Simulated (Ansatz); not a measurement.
The same path of FGeH3 + FH (7 atoms, charge 0, multiplicity 1) was run twice with different band settings. Lost on the way: Ge1–H2, F6–H7. Made: Ge1–F6, H2–H7.

These are results of Ansatz 0.2.0, RKS PBE-D4/def2-SVP, not measurements.

Relaxed end points:

```xyz
7
Properties=species:S:1:pos:R:3
Ge 0.315 -0.188 0.064
H 0.682 -0.439 1.540
H 1.533 0.265 -0.779
F -0.750 1.263 0.040
H -0.478 -1.324 -0.611
F -2.290 -0.102 1.466
H -1.959 0.640 0.970
```

```xyz
7
Properties=species:S:1:pos:R:3
Ge -0.404 -0.126 -0.714
H -0.035 0.275 3.338
H 1.031 -0.027 -0.153
F -0.825 1.425 -1.401
H -0.743 -1.217 -1.753
F -1.493 -0.336 0.644
H -0.480 0.122 2.728
```

Common settings: movable images 7; climbing image yes; spring 5.0 eV/Å²; optimiser quadratic models (default); force threshold 0.05 eV/Å; iteration limit 60; end points relaxed.

| run | start path |
| --- | --- |
| 1 | through a guess of the saddle point |
| 2 | straight line |

Q: What does each run give, and how far can it be trusted?

A: Run 1: converged after 22 iterations, highest image 1.406 eV above the first end. Neighbouring images differ by up to 1.5 eV, so the band resolves the path poorly. A vibrational analysis at the climbing image gives one clearly imaginary mode, 780i cm⁻¹: a first-order saddle point.
Run 2: converged after 25 iterations, highest image 1.407 eV above the first end. Neighbouring images differ by up to 1.5 eV, so the band resolves the path poorly. Another band between the same ends (7 images) ends at a top of the same energy, where a vibrational analysis finds 1 clearly imaginary mode.
The orbitals stay closed-shell, which can raise the energy where a bond breaks towards radicals; this wasn't checked here.
